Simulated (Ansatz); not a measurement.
Geometry optimisation, RKS PBE-D4/def2-SVP in Ansatz 0.2.0.

Input:

```yaml
crystal:
  periodic: [false, false, false]
  atoms:
    - { symbol: Si, position_ang: [-0.9533, 0.6103, 0.4359] }
    - { symbol: O, position_ang: [0.7518, 0.1213, 1.5048] }
    - { symbol: F, position_ang: [-2.2079, 0.9772, -0.5132] }
    - { symbol: F, position_ang: [-1.7125, -0.4201, 1.3968] }
    - { symbol: F, position_ang: [-0.8405, 2.0409, 1.1264] }
    - { symbol: H, position_ang: [1.0206, -0.5421, 0.4605] }
    - { symbol: Si, position_ang: [0.5844, -0.444, -1.3632] }
    - { symbol: H, position_ang: [0.7183, -0.3377, 2.3452] }
    - { symbol: H, position_ang: [-0.2933, -0.9966, -2.3907] }
    - { symbol: H, position_ang: [1.4407, 0.5732, -1.9726] }
    - { symbol: H, position_ang: [1.4917, -1.5825, -1.03] }
basis:
  gaussian: { orbitals: def2-SVP }
hamiltonian:
  xc: pbe
  dispersion: d4
relax:
  f_tol: 0.15
  max_steps: 25
  restrain:
    - { distance: [0, 6], at: 2.22, k: 30.0 }
    - { distance: [5, 1], at: 0.97, k: 30.0 }
    - { distance: [0, 1], at: 3.07, k: 30.0 }
    - { distance: [5, 6], at: 2.72, k: 30.0 }
```

Launched with:

```bash
$ ansatz run input.yaml --threads 2 --pin off --max-ram 3072MiB --backend cpu --events-out ev --progress --plain --runs-dir out
```

**Question.** Where does it end, and by what steps?

**Answer.** The run converged. The restraints hold the end off the free minimum. After 18 steps the energy has fallen by 1.802 eV (the restraints' own energy left out); H6 moved furthest, 1.02 Å. Parted: Si1–O2. Joined: O2–H6.

```
step  energy less start (eV)  largest force component (eV/Å)  accepted
   0                  0.0000                           4.128       yes
   1                 -0.6495                           4.469       yes
   2                 -0.7395                           4.456       yes
   3                 -0.9193                           4.436       yes
   4                 -1.5175                           2.530       yes
   5                 -1.6950                           1.147       yes
   6                 -1.6647                           1.503        no
   7                 -1.7224                           0.809       yes
   8                 -1.7355                           0.813       yes
   9                 -1.7521                           0.871       yes
  10                 -1.7645                           0.964       yes
  11                 -1.7781                           0.872       yes
  12                 -1.7878                           0.771       yes
  13                 -1.7905                           0.791       yes
  14                 -1.7987                           0.750       yes
  15                 -1.7998                           0.776       yes
  16                 -1.7926                           0.743        no
  17                 -1.7988                           0.734        no
  18                 -1.8020                           0.748       yes
```

```xyz
11
Properties=species:S:1:pos:R:3
Si -1.237 0.634 0.071
O 1.403 -0.064 1.466
F -2.704 0.497 -0.620
F -1.388 -0.120 1.519
F -1.020 2.212 0.379
H 1.818 -0.825 1.026
Si 0.365 -0.291 -1.217
H 0.679 -0.472 1.984
H -0.166 -0.394 -2.624
H 1.624 0.520 -1.237
H 0.625 -1.697 -0.745
```

The run took 38 s on 2 threads of Intel(R) Xeon(R) Platinum 8488C (Sapphire Rapids) (shared host), peak memory 0.17 GiB.
